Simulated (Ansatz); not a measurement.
Geometry optimisation, RKS PBE0-D4/def2-SVP (Ansatz 0.2.0).

input.yaml

```yaml
crystal:
  periodic: [false, false, false]
  atoms:
    - { symbol: Ga, position_ang: [0.045592, 0.38998, -0.521776] }
    - { symbol: O, position_ang: [-0.026117, -0.013725, 2.423224] }
    - { symbol: H, position_ang: [-0.938138, -0.115582, 2.71842] }
    - { symbol: H, position_ang: [1.472065, -0.115883, -0.890936] }
    - { symbol: H, position_ang: [-1.382397, -0.124536, -0.881801] }
    - { symbol: F, position_ang: [0.023197, 1.905956, 0.32709] }
    - { symbol: H, position_ang: [0.045399, 0.94679, 2.216079] }
basis:
  gaussian: { orbitals: def2-SVP }
hamiltonian:
  xc: pbe0
  dispersion: d4
relax:
  f_tol: 0.03
  max_steps: 50
output:
  orbitals: {}
```

Launched with:

```bash
$ ansatz run input.yaml --threads 2 --pin off --max-ram 3072MiB --backend cpu --events-out ev --progress --plain --runs-dir out
```

**Question.** Where does it end, and by what steps?

**Answer.** The run converged. After 7 steps the energy has fallen by 0.498 eV; O2 moved furthest, 0.47 Å. Joined: Ga1–O2 (2.97 → 2.14 Å).

| step | energy less start (eV) | largest force component (eV/Å) | accepted |
| --- | --- | --- | --- |
| 0 | 0.0000 | 1.075 | yes |
| 1 | -0.1625 | 0.978 | yes |
| 2 | -0.3670 | 1.151 | yes |
| 3 | -0.4618 | 1.027 | yes |
| 4 | -0.4906 | 0.336 | yes |
| 5 | -0.4970 | 0.038 | yes |
| 6 | -0.4976 | 0.034 | yes |
| 7 | -0.4978 | 0.023 | yes |

```xyz
7
Properties=species:S:1:pos:R:3
Ga 0.021 0.329 -0.162
O 0.000 0.046 1.956
H -0.852 -0.236 2.313
H 1.419 -0.188 -0.622
H -1.421 -0.142 -0.557
F 0.052 2.044 0.412
H 0.021 1.021 2.049
```

Run time: 14 s on 2 threads of Arm Neoverse V1, with other jobs on the host, peak memory 0.16 GiB.
